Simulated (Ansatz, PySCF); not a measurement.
Reaction (SMILES): CCN [ethanamine] → [CH2]CN + H atom (the C-H bond at the site shown breaks; other sites are not compared here)
Each molecule is optimised on its own at B3LYP-D3(BJ)/def2-TZVP (Ansatz, an electronic-structure program), one conformer each, not searched for the lowest.

Property: bond dissociation energy (0 K, with B3LYP-D3(BJ) harmonic zero-point energies from PySCF), in eV. Cores are frozen in the correlated levels unless marked. UHF or UKS for open shells. No spin-orbit coupling. No relativistic terms. CBS(X,Y): correlation extrapolated as X^-3; Hartree-Fock from the larger set. The bracket is a focal-point correction in the basis named.

```
level                                                     program  bond dissociation energy (eV)
-------------------------------------------------  --------------  -----------------------------
PBE0-D3(BJ)/def2-TZVP                              Ansatz + dftd3                           4.17
PBE0-D3(BJ)/def2-TZVPD                             Ansatz + dftd3                           4.17
LC-wPBE-D4/def2-TZVPD                              Ansatz + dftd4                              …
RPA@PBE/cc-pVTZ                                            Ansatz                              …
SCS-MP2/6-31G*                                             Ansatz                           4.05
RI-MP2/CBS(cc-pVTZ,cc-pVQZ)+[CCSD(T)-MP2]/cc-pVTZ          Ansatz                              …
```

Q: Fill in the missing entries.

A: 
- LC-wPBE-D4/def2-TZVPD, bond dissociation energy (eV): 4.19
- RPA@PBE/cc-pVTZ, bond dissociation energy (eV): 4.26
- RI-MP2/CBS(cc-pVTZ,cc-pVQZ)+[CCSD(T)-MP2]/cc-pVTZ, bond dissociation energy (eV): 4.37
